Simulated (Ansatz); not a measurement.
Cd₇Se₇, relaxed as a singlet with RKS PBE-D4/def2-SVP in Ansatz, starting from the GFN1-xTB geometry. Force threshold 0.03 eV/Å.

In the def2 sets Cd takes a core potential; there is no spin–orbit coupling. Single mean-field runs in def2-SVP are fitted with def2-universal-jkfit.

Start:

```
atom   x (Å)   y (Å)   z (Å)
 Se1   0.607  -3.118  -2.605
 Se2   1.771   1.762   3.915
 Se3  -0.304  -2.106   1.773
 Se4   2.610   0.575  -0.747
 Se5  -0.683   1.074  -3.905
 Se6  -1.631   2.190   0.443
 Se7  -3.528  -1.535  -1.446
 Cd8   2.871   1.357   1.515
 Cd9   1.313  -1.994  -0.607
Cd10  -1.264  -1.253  -2.788
Cd11   0.707  -0.633   3.388
Cd12  -0.280   2.562   2.401
Cd13  -2.354  -0.599   0.422
Cd14   0.166   1.718  -1.759
```

Q: Estimate the energy that the relaxation releases and the steps that it takes.

A: 211.7 kJ/mol, in 25 steps; 2.3 min on 2 threads of AMD EPYC 7R13 on a shared host and a share (18 GiB) of an NVIDIA H100 80GB HBM3. The force fell under the threshold at step 23, but the optimiser went on and released 0.004 eV more. No frequencies were taken in this run, so the end may be a saddle point.

Q: Does the start keep its bonding and symmetry?

A: Bonds lost: Se3–Cd9, Se4–Cd14, Se6–Cd13 (atoms count from 1). Bonds formed: Se1–Cd13, Se5–Cd9, Se7–Cd14 (atoms count from 1). Point group C3v at the start, C3v at the end, both within 0.05 Å; within 0.015 Å the end is Cs.

Q: Predict the relaxed structure.

A: 
```xyz
14

Se    0.5726   -2.8339   -1.7563
Se    1.4812    1.4750    3.2708
Se   -0.8946   -2.8817    2.7380
Se    3.9534    0.3662   -0.9204
Se   -0.1290    1.0914   -3.1913
Se   -2.0544    3.5028    0.3915
Se   -3.1132   -0.9077   -0.9423
Cd    2.8117    0.9259    1.1353
Cd    1.6495   -0.3929   -1.8618
Cd   -1.2989   -1.2857   -2.8637
Cd    0.2618   -0.7837    3.0597
Cd   -0.3464    2.5726    1.8267
Cd   -1.1185   -2.2454    0.2251
Cd   -1.7752    1.3971   -1.1113
```
Bond lengths (bridged metal pairs left out): 18 × Cd–Se 2.42 to 2.67 Å.
